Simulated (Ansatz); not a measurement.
Redistribution: C2H4Br2 + C3H6 → C3H7Br + C2H3Br

Species: C2H4Br2 `CC(Br)Br`, singlet; C3H6 (propene) `C=CC`, singlet; C3H7Br (2-bromopropane) `CC(C)Br`, singlet; C2H3Br (vinyl bromide) `C=CBr`, singlet. The partners trade Br for CH3; both sit on C, so the bond types are kept.

Shapes, held fixed at every level: PBE0-D4/def2-TZVP. Programs: Ansatz 0.2.0. The zero-point and thermal change to 298 K, harmonic and unscaled (PBE0-D4/def2-TZVP), is +0.3 kJ/mol.

**What was measured.** Tabulated heats of formation (Active Thermochemical Tables, CRC Handbook of Chemistry and Physics): C2H4Br2 -36.3 (ATcT); C3H6 +20.4 (ATcT); C3H7Br -99.4 (CRC); C2H3Br +73.7 (ATcT) kJ/mol, which give ΔH(298 K) = -9.8 kJ/mol.

```csv
level,kind,ΔH (kJ/mol),computed − measured
HF/def2-SVP,Hartree–Fock,-14.7,-4.9
r2SCAN-D4/def2-TZVPP,meta-GGA,-12.2,-2.4
B3LYP-D4/def2-TZVPP,global hybrid,-9.6,+0.2
BHLYP-D4/def2-TZVPP,global hybrid,-10.2,-0.4
PBE0-D4/def2-TZVPP,global hybrid,-10.8,-1.0
wB97M-V/def2-TZVPP,range-separated hybrid,-11.0,-1.2
MP2/def2-TZVPP,perturbation theory,-10.8,-1.0
CCSD(T)/def2-TZVPP,coupled cluster or CI,-12.3,-2.5
```

Nearest: B3LYP-D4/def2-TZVPP (+0.2); farthest: HF/def2-SVP (-4.9). 8 of 8 levels lie within 10 kJ/mol. The heats of C3H7Br come from older tables and can be uncertain by 10 kJ/mol or more. Relativity is left out for Br. Outer-core shells of Br are correlated, in sets that cover them unevenly.
